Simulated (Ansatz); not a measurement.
Calculated with Ansatz (gas phase, PBE0-D4/def2-TZVP geometries, no zero-point term in ΔE). CCSD(T)/CBS adds triple-zeta CCSD(T) − MP2 to the extrapolated MP2 energy (def2 sets, frozen cores). DFT in def2-TZVPP. Elements past krypton have def2 core potentials. For Ga, Sn outer-core shells are correlated without core-valence functions, which leaves a few kJ/mol of doubt a bond. Scalar relativity is left out up to krypton. One conformer a species, not always the lowest.

`[NH2][Sn][SH]` + `[NH2][Ga]([Cl])[Cl]` → `[NH2][Sn][NH2]` + `[SH][Ga]([Cl])[Cl]`  (redistribution)

Task: Is it downhill or uphill in electronic energy at CCSD(T)/CBS, and by how much? (Estimate.)

Result: Computed: Uphill: ΔE = +25.7 kJ/mol.

Task: What do these levels give: LDA (SPW92), B97M-V, PBE0-D4, r2SCAN, PBE0, HF/def2-SVP, CCSD/def2-SVP, HF/def2-TZVPP, MP2/def2-TZVPP, HF/CBS(def2), MP2/CBS(def2), CCSD/CBS(def2)? (An estimate is asked.)

Result: Computed: LDA (SPW92) 24.6, B97M-V 20.7, PBE0-D4 23.9, r2SCAN 23.3, PBE0 24.2, HF/def2-SVP 33.8, CCSD/def2-SVP 27.9, HF/def2-TZVPP 26.3, MP2/def2-TZVPP 23.6, HF/CBS(def2) 27.5, MP2/CBS(def2) 26.5, CCSD/CBS(def2) 26.4 kJ/mol.

Largest T1 diagnostic among the species: 0.016.

Leaving LDA and LC-ωPBE aside and taking each functional with its dispersion term where it has one, the values, not all of them listed here, spread over 4.4 kJ/mol, from B97M-V to BHLYP-D4.
